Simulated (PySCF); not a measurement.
## Correlation energy of Cu (copper, neutral)

[Ar] 3d10 4s1, 2S determinant. Calculation: PySCF 2.14, in aug-cc-pVDZ-DK (7s6p4d2f, 59 functions); scalar relativity by spin-free X2C-1e. Frozen: [Ar]; 11 electrons correlated.

MP2 pair energies summed by pair of shells (mhartree):

```json
{"pair": "3d-3d", "energy": "-437.57", "share (%)": "94.4"}
{"pair": "3d-4s", "energy": "-25.87", "share (%)": "5.6"}
```

Total MP2 correlation energy: -463.44 mhartree.

Same-spin part -175.36 and opposite-spin part -288.08 mhartree; SCS-MP2 scales them by 1/3 and 6/5 to -404.14 mhartree.
